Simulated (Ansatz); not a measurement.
`C=C([SiH3])SC` + `O[SiH3]` → `O[SiH2][SiH3]` + `C=CSC`  (formal exchange of groups at the Si–C bond)

Isolated molecules relaxed with PBE0-D4/def2-TZVP in Ansatz; ΔE leaves out vibrations. CCSD(T)/CBS is the MP2 limit (def2-TZVPP, def2-QZVPP) plus CCSD(T) − MP2 in def2-TZVPP, frozen cores. DFT in def2-TZVPP. B3LYP here is the variant with VWN-RPA as its local correlation; programs differ in this. One conformer a species, not always the lowest.

`C=C([SiH3])SC`:

Z-matrix (Å, degrees):
```
Si
C 1 1.870
H 1 1.487 2 110.8
H 1 1.485 2 107.8 3 -120.4
H 1 1.487 2 111.4 3 120.0
S 2 1.754 1 121.3 3 -51.3
C 2 1.337 1 119.3 3 123.1
C 6 1.798 2 103.4 1 -28.0
H 7 1.084 2 120.9 1 -0.4
H 7 1.087 2 122.2 1 -179.4
H 8 1.091 6 105.6 2 178.8
H 8 1.090 6 111.7 2 -63.0
H 8 1.091 6 111.9 2 61.2
```

`O[SiH3]`:

Cartesian coordinates in Å:
```
O 1.000 0.556 -0.577
Si -0.347 -0.189 0.010
H 1.637 0.891 0.054
H -0.002 -1.388 0.822
H -1.136 -0.595 -1.175
H -1.153 0.725 0.865
```

`O[SiH2][SiH3]`:

```xyz
9

O    -1.633   -0.643    1.100
Si   -0.991    0.039   -0.263
Si    1.332    0.343   -0.102
H    -1.299   -1.500    1.367
H    -1.276   -0.790   -1.470
H    -1.680    1.345   -0.414
H     1.860    0.909   -1.374
H     2.004   -0.965    0.142
H     1.683    1.262    1.014
```

`C=CSC`:

Z-matrix (Å, degrees):
```
C
S 1 1.798
H 1 1.091 2 110.9
H 1 1.090 2 111.4 3 123.0
H 1 1.090 2 106.7 3 -118.1
C 2 1.743 1 100.4 3 -56.8
C 6 1.328 2 124.2 1 -158.2
H 6 1.087 2 115.0 1 25.2
H 7 1.083 6 120.4 2 -175.1
H 7 1.084 6 122.0 2 4.0
```

```csv
level,ΔE (eV)
B3LYP-D4,0.05
ωB97M-V,0.10
HF/def2-TZVPP,0.05
MP2/def2-QZVPP,0.19
```

Q: What does CCSD(T)/CBS give? (Estimate.)

A: The calculation gave: +0.09 eV. The listed levels differ from it by -0.04, 0.01, -0.04, 0.10 eV.

Largest T1 diagnostic among the species: 0.012.

The D4 term adds +0.09 eV with B3LYP and +0.05 eV with PBE0; it sums over pairs of atoms, weighted by their polarisabilities, and B3LYP, whose exchange is more repulsive, gets the larger term. From PBE to PBE0 (25 % exact exchange), in def2-TZVPP and without D4, ΔE moves by +0.04 eV. In def2-TZVPP, CCSD(T) changes the Hartree–Fock value by +0.04 eV (the triples alone add +0.02 eV) and MP2 by +0.14 eV.
